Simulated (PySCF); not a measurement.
**Gas-phase XPS of `FB(Cl)Cl`, computed**

BCl2F.
Geometry (PBE0-D3(BJ)/def2-SVP, Å), atoms numbered from 1 in this order:
```
atom  x, y, z in Å
B1    -0.0513   -0.0843    0.0002
Cl2    1.6900   -0.1472    0.0153
Cl3   -0.9044    1.4351   -0.0204
F4    -0.7342   -1.2036    0.0049
```

Level of theory: delta-SCF UKS SCAN, pcX-2 on the ionised atom, pcseg-1 elsewhere, spin-free X2C (PySCF). These are vertical core ionisation energies against the vacuum level, from separate self-consistent calculations with and without the core hole.

Task: Give the core binding energies atom by atom.

Result: 
```
atom(s)   bonded to     level  binding energy (eV)  2p1/2 (eV)  count
     B1  F and 2 Cl      B 1s               200.63           –      1
Cl2/Cl3           B  Cl 2p3/2               207.26      208.92      2
     F4           B      F 1s               694.27           –      1
Cl2/Cl3           B     Cl 1s              2829.86           –      2
```

Task: Which photon energy gives electrons from B 1s of B1 a kinetic energy of 20 eV, and what is their de Broglie wavelength?

Result: hν = 200.63 + 20 = 220.63 eV, recoil neglected; λ = 12.264 Å/√(E/eV) = 2.74 Å.

Task: What is the longest wavelength that can ionise B 1s of B1 vertically?

Result: λ = hc/E = 12398.42 eV Å / 200.63 eV = 61.797 Å.

Atoms equivalent by their bonding share one computed value, that of the first of them. Spin–orbit and ligand-field terms were added within each 2p shell after the spin-free SCF. 2p1/2 minus 2p3/2 (ligand field included): Cl 1.65 eV. Geometry: PBE0-D3(BJ)/def2-SVP; no solvent, vibrations or thermal averaging.
